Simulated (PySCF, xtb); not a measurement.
C5H5Cl, SMILES C=C=C/C=C/Cl. One conformer was computed; it need not be the lowest.

Harmonic wavenumbers (cm⁻¹) from GFN2-xTB (xtb) at its own minimum, in rising order: 96, 97, 214, 252, 301, 348, 540, 612, 728, 825, 855, 860, 954, 981, 992, 1159, 1190, 1276, 1320, 1431, 1625, 2062, 3037, 3067, 3070, 3078, 3090.

Question: What does PBE-D3(BJ)/def2-SVP in PySCF 2.14.0 give at its own minimum? (Estimate from the structure and the level; the computed values follow.)

Answer: 80, 99, 220, 266, 302, 368, 567, 647, 794, 822, 855, 867, 931, 945, 945, 1115, 1204, 1260, 1309, 1418, 1619, 1997, 3038, 3069, 3118, 3119, 3129. Paired by order, the mean absolute difference is 22 cm⁻¹ and the zero-point energies are 48.7 and 48.8 kcal/mol.
